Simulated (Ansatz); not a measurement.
C₂H₆O₂Se (`C[Se]C(O)O`), relaxed with RKS PBE0-D4/def2-TZVP in Ansatz 0.2.0 from a PBE-D4/def2-SVP geometry. The force threshold is 0.005 eV/Å; the program also tests the step.

Charge 0, multiplicity 1.

Start:

```xyz
11

C     1.442    0.203   -1.243
Se    0.973   -1.042    0.197
C    -0.891   -0.419    0.567
O    -0.905    0.972    0.413
O    -1.242   -0.854    1.841
H     2.540    0.148   -1.370
H     0.948   -0.080   -2.192
H     1.146    1.223   -0.940
H    -1.593   -0.928   -0.131
H    -1.844    1.248    0.408
H    -0.575   -0.472    2.451
```

| step | energy (eV) | largest force (eV/Å) | largest move (Å) |
| --- | --- | --- | --- |
| 1 | -71603.4238 | 0.749 | 0.000 |
| 2 | -71603.4698 | 0.233 | 0.029 |
| 3 | -71603.4752 | 0.042 | 0.024 |
| 4 (rejected) | -71603.4607 | 0.318 | 0.103 |
| 5 | -71603.4770 | 0.041 | 0.042 |
| 6 | -71603.4775 | 0.033 | 0.028 |
| 7 | -71603.4779 | 0.018 | 0.031 |
| 8 | -71603.4780 | 0.011 | 0.010 |
| 9 | -71603.4780 | 0.005 | 0.008 |
| 10 | -71603.4780 | 0.007 | 0.004 |
| 11 | -71603.4780 | 0.001 | 0.001 |

End:

```xyz
11

C     1.435    0.211   -1.237
Se    1.025   -0.945    0.267
C    -0.850   -0.415    0.553
O    -0.923    0.968    0.425
O    -1.258   -0.869    1.795
H     2.489    0.056   -1.463
H     0.836   -0.066   -2.104
H     1.258    1.247   -0.962
H    -1.485   -0.925   -0.175
H    -1.855    1.215    0.445
H    -0.672   -0.478    2.455
```

Run time 17 s (4 threads of a server CPU on a shared host); peak host memory 0.62 GiB.
